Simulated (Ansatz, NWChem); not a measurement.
## KI (Potassium Iodide): a line through the functionals

KI has 2 atoms, charge 0, and is taken as a singlet. As SMILES, `[K][I]`. Geometry: the measured bond length.

The electronic atomisation energy y, in eV, basis def2-TZVPPD with a core potential; a is the functional's share of exact exchange. Programs: Ansatz 0.2.0, NWChem 7.3.0.

```
functional  program     a  y (eV)
      TPSS   NWChem     0    3.55
    r2SCAN   Ansatz     0    3.56
     B3LYP   Ansatz   0.2       ?
      PBE0   Ansatz  0.25    3.44
   r2SCAN0   Ansatz  0.25    3.53
     BHLYP   Ansatz   0.5    3.33
```

Question: Fit y = c + s·a to the known rows and predict B3LYP.

Answer: 
1. Means of the 5 rows: a = 0.2000, y = 3.482.
2. Σ(Δa)² = 0.175, Σ(Δa·Δy) = -0.0745, so the slope is -0.0745/0.175 = -0.42571.
3. Intercept: 3.482 − (-0.42571) × 0.2000 = 3.567. The largest residual of the fit is 0.069.
4. B3LYP: 3.567 + (-0.42571) × 0.2 = 3.48 eV.

The run gave 3.33 eV, so the prediction is off by +0.15 eV, more than the scatter of the fit. The rows mix families of semi-local functionals, which the line can't see. Spin-orbit coupling is left out.
